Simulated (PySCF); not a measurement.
Compound: C4H7BO3.
SMILES with atom numbers: `[CH3:1][O:2][C:3]1=[O+:4][BH2-:5][O:6][CH:7]=[CH:8]1`

Cartesian coordinates in Å at the PBE0-D3(BJ)/def2-SVP level; atoms count from 1:
```xyz
15
C4H7BO3 angstrom
C      2.404   -0.490   -0.710
O      1.540    0.618   -0.487
C      0.311    0.370   -0.105
O     -0.030   -0.831    0.095
B     -1.539   -1.164    0.271
O     -2.147   -0.008    1.035
C     -1.722    1.176    0.803
C     -0.551    1.464    0.133
H      1.981   -1.166   -1.467
H      2.561   -1.053    0.221
H      3.349   -0.064   -1.062
H     -1.619   -2.178    0.928
H     -2.030   -1.192   -0.849
H     -2.341    1.986    1.215
H     -0.208    2.483   -0.031
```

A calculation gives these core lines: B 1s: 195.87 eV; C 1s: 290.69 (area 1), 293.01 (area 1), 293.15 (area 1), 294.98 (area 1) eV; O 1s: 538.63 (area 1), 539.08 (area 1), 540.19 (area 1) eV.

The calculation used delta-SCF UKS SCAN, pcX-2 on the ionised atom, pcseg-1 elsewhere, spin-free X2C in PySCF. Geometry: PBE0-D3(BJ)/def2-SVP, one conformer, isolated molecule.

(1) Assign the O 1s lines to atoms.

## Answers

(1) 538.63 eV: O6 (boron-bound oxygen); 539.08 eV: O4 (oxygen bonded to B and C); 540.19 eV: O2 (oxygen bonded to 2 C). The listed O 1s values span 1.56 eV, from O6 (bonded to C and B) to O2 (bonded to 2 C). Summing the Pauling electronegativity differences to the bonded atoms, each weighted by its formal bond order, gives -2.29 for the lowest site and -1.78 for the highest; no listed site has a larger sum than the highest. The smallest sum, -3.18, belongs to O4, 0.45 eV above the lowest.

Bonded neighbours of each site: C1: O and 3 H; O2: 2 C; C3: O (double bond), O and C; O4: C (double bond) and B; B5: 2 O and 2 H; O6: C and B; C7: O, C (double bond) and H; C8: C (double bond), C and H.

Problem. Which photon energy gives electrons from C 1s of C1 a kinetic energy of 50 eV, and what is their de Broglie wavelength?

Solution. hν = 293.15 + 50 = 343.15 eV, recoil neglected; λ = 12.264 Å/√(E/eV) = 1.73 Å.

Spin contamination (⟨S²⟩ against 0.75 for a pure doublet) is marked for C 1s of C7 (0.95), which makes this value less certain.

On one thread of an Intel Xeon at 2.50 GHz, shared host with 64 logical CPUs at a one-minute load of 61, this took 4.4 min of wall time and 0.61 GiB of memory at its peak.
